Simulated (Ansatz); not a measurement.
**Molecular dynamics of Tc12H**

Input file:

```yaml
crystal:
  lattice:
    - [5.48, 0.0, 0.0]
    - [-4.11, 7.118729, 0.0]
    - [0.0, 0.0, 4.39496]
  atoms:
    - { symbol: Tc, position: [-0.00154471, -0.00662827, -0.02117315] }
    - { symbol: Tc, position: [0.17705558, 0.22744009, 0.52009516] }
    - { symbol: Tc, position: [-0.00319715, 0.33183457, -0.02330014] }
    - { symbol: Tc, position: [0.17177969, 0.56053447, 0.51838339] }
    - { symbol: Tc, position: [-0.00689085, 0.66066228, -0.021279] }
    - { symbol: Tc, position: [0.17167244, 0.8927361, 0.51819275] }
    - { symbol: Tc, position: [0.48950669, -0.00577561, -0.01938498] }
    - { symbol: Tc, position: [0.66811593, 0.22830277, 0.52189092] }
    - { symbol: Tc, position: [0.49491942, 0.32895085, -0.01747944] }
    - { symbol: Tc, position: [0.67344968, 0.5609965, 0.52196001] }
    - { symbol: Tc, position: [0.49481947, 0.66116635, -0.01772519] }
    - { symbol: Tc, position: [0.66976944, 0.8898293, 0.52400464] }
    - { symbol: H, position: [0.83337795, 0.11090511, 0.25040644] }
basis:
  ecutwfc: 600.0
kpoints:
  mp_grid: { grid: [2, 2, 2] }
hamiltonian:
  xc: lda
scf:
  occupations: { method: fermi_dirac, width: 0.05 }
  lower_state_search: "off"
md:
  timestep: 0.5
  n_steps: 280
  ensemble: nvt_nose_hoover
  temperature: 900.0
  initial_velocities: maxwell_boltzmann
  seed: 886216
  nose_hoover: { tau: 50.0, chain_length: 3 }
```

Launched with:

```bash
$ ansatz run input.yaml --threads 2 --pin off --max-ram 5120MiB --backend cpu --events-out ev --progress --plain --runs-dir out
```

It starts from a relaxed structure.

Output, in part (step lines):

```
md step     0: t =     0.00 fs  T =   900.0 K  F+E_penalty+E_count = -63391.26940741 eV  E_kin = 1.396008 eV  conserved = -63389.87339942 eV  (8 SCF iters)
md step     1: t =     0.50 fs  T =   899.7 K  F+E_penalty+E_count = -63391.26887892 eV  E_kin = 1.395479 eV  conserved = -63389.87339956 eV  (6 SCF iters)
md step     2: t =     1.00 fs  T =   898.4 K  F+E_penalty+E_count = -63391.26695796 eV  E_kin = 1.393559 eV  conserved = -63389.87339876 eV  (6 SCF iters)
md step     3: t =     1.50 fs  T =   896.3 K  F+E_penalty+E_count = -63391.26365831 eV  E_kin = 1.390262 eV  conserved = -63389.87339708 eV  (6 SCF iters)
md step     4: t =     2.00 fs  T =   893.3 K  F+E_penalty+E_count = -63391.25900815 eV  E_kin = 1.385616 eV  conserved = -63389.87339452 eV  (6 SCF iters)
md step     5: t =     2.50 fs  T =   889.5 K  F+E_penalty+E_count = -63391.25304988 eV  E_kin = 1.379665 eV  conserved = -63389.87339112 eV  (3 SCF iters)
md step     6: t =     3.00 fs  T =   884.8 K  F+E_penalty+E_count = -63391.24583953 eV  E_kin = 1.372466 eV  conserved = -63389.87338697 eV  (2 SCF iters)
md step     7: t =     3.50 fs  T =   879.4 K  F+E_penalty+E_count = -63391.23744584 eV  E_kin = 1.364089 eV  conserved = -63389.87338217 eV  (2 SCF iters)
[... lines left out ...]
md step   278: t =   139.00 fs  T =   748.7 K  F+E_penalty+E_count = -63390.03565874 eV  E_kin = 1.161318 eV  conserved = -63389.87331679 eV  (3 SCF iters)
md step   279: t =   139.50 fs  T =   751.2 K  F+E_penalty+E_count = -63390.03183760 eV  E_kin = 1.165143 eV  conserved = -63389.87331692 eV  (2 SCF iters)
md step   280: t =   140.00 fs  T =   752.7 K  F+E_penalty+E_count = -63390.02656314 eV  E_kin = 1.167512 eV  conserved = -63389.87331547 eV  (6 SCF iters)
```

The steps, from the saved trajectory:

| time (fs) | T (K) | potential energy less start (eV) | conserved less start (meV/atom) |
| --- | --- | --- | --- |
| 0.0 | 900 | 0.000 | 0.00 |
| 4.5 | 867 | 0.052 | 0.00 |
| 9.0 | 788 | 0.175 | 0.01 |
| 13.5 | 705 | 0.307 | 0.01 |
| 18.0 | 622 | 0.441 | 0.00 |
| 22.5 | 513 | 0.621 | 0.00 |
| 27.0 | 381 | 0.839 | 0.01 |
| 31.5 | 276 | 1.017 | 0.01 |
| 36.0 | 221 | 1.119 | 0.01 |
| 40.5 | 185 | 1.193 | 0.01 |
| 45.0 | 161 | 1.248 | 0.01 |
| 49.5 | 170 | 1.256 | 0.01 |
| 54.0 | 209 | 1.222 | 0.01 |
| 58.5 | 290 | 1.130 | 0.01 |
| 63.0 | 374 | 1.042 | 0.01 |
| 67.5 | 449 | 0.971 | 0.01 |
| 72.0 | 515 | 0.912 | 0.01 |
| 76.5 | 576 | 0.860 | 0.01 |
| 81.0 | 643 | 0.800 | 0.01 |
| 85.5 | 680 | 0.784 | 0.01 |
| 90.0 | 672 | 0.837 | 0.01 |
| 94.5 | 639 | 0.926 | 0.02 |
| 99.0 | 646 | 0.955 | 0.01 |
| 103.5 | 638 | 1.007 | 0.01 |
| 108.0 | 587 | 1.128 | 0.01 |
| 112.5 | 535 | 1.248 | 0.02 |
| 117.0 | 563 | 1.248 | 0.01 |
| 121.5 | 600 | 1.238 | 0.01 |
| 126.0 | 590 | 1.306 | 0.01 |
| 130.5 | 594 | 1.354 | 0.02 |
| 135.0 | 695 | 1.256 | 0.01 |
| 139.5 | 751 | 1.238 | 0.01 |

All steps were run. The conserved energy stayed within 0.025 meV per atom of its start (net change 0.0065 meV per atom), so the integration is sound. The mean temperature of the second half is 31 % below the set value. A run of 0.14 ps of so small a system gives no equilibrium averages. Limits of this set-up: coarse k mesh, odd electron count without spin.

Mean squared displacements from the first frame to the last, about the centre of mass: Tc 0.02 Å², H 0.07 Å².

Last frame:

```xyz
13
Lattice="5.4800 0.0000 0.0000 -4.1100 7.1187 0.0000 0.0000 0.0000 4.3950" Properties=species:S:1:pos:R:3
Tc -0.003 0.050 0.100
Tc -0.008 1.567 2.229
Tc -1.319 2.414 -0.022
Tc -1.379 3.901 2.237
Tc -2.723 4.790 -0.019
Tc -2.779 6.277 2.275
Tc 2.773 -0.075 -0.283
Tc 2.658 1.671 2.417
Tc 1.321 2.437 -0.066
Tc 1.436 3.943 2.246
Tc 0.042 4.819 -0.090
Tc -0.007 6.148 2.177
H 3.878 0.917 1.129
```

Run time: 18 min on 2 threads of Arm Neoverse V1 (shared host), peak memory 0.81 GiB.
